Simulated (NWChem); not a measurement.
## Basis-set convergence for hydrogen iodide (HI)

```xyz
2

I      0.0000     0.0000     0.0302
H      0.0000     0.0000    -1.6026
```
Charge 0, spin multiplicity 1.

Program: NWChem. All single points use one geometry, from PBE/def2-SVP with def2 effective core potentials on I, a minimum by its harmonic frequencies.

Quantity: vertical ionisation energy at the level ΔCCSD(T) (Δ: difference of total energies, the cation a doublet at the parent's geometry with its hole in an orbital of symmetry b1 (C2v labels); it is the state that the SCF runs reached, from PBE0 orbitals for Hartree-Fock references, and need not be the lowest).

Effective core potentials replace the inner electrons of I; spin-orbit coupling is left out. The correlated methods keep 4 core orbitals frozen. No SCF solution was tested for a lower state. Open-shell Hartree-Fock references start from PBE0 orbitals; any time given for them includes that run.

Costs are rough ratios of processor time within this set of runs, SCF included, with def2-SVP as 1.

Question: In def2-TZVPD the value is 10.47 eV. Among def2-SVP, def2-SVPD, def2-TZVP, def2-TZVPP, which is the smallest basis within 0.05 eV of it?

Answer: def2-TZVP, with 56 functions against 68 (also within reach: def2-TZVPP). def2-TZVPD isn't the basis-set limit itself, and a small set can land close by cancellation.

```json
[
 {"basis": "def2-SVP", "functions": "31", "vertical ionisation energy (eV)": "10.22", "relative cost": "1"},
 {"basis": "def2-SVPD", "functions": "43", "vertical ionisation energy (eV)": "10.35", "relative cost": "under 3"},
 {"basis": "def2-TZVP", "functions": "56", "vertical ionisation energy (eV)": "10.46", "relative cost": "under 3"},
 {"basis": "def2-TZVPP", "functions": "64", "vertical ionisation energy (eV)": "10.48", "relative cost": "under 3"},
 {"basis": "def2-TZVPD", "functions": "68", "vertical ionisation energy (eV)": "10.47", "relative cost": "under 3"}
]
```
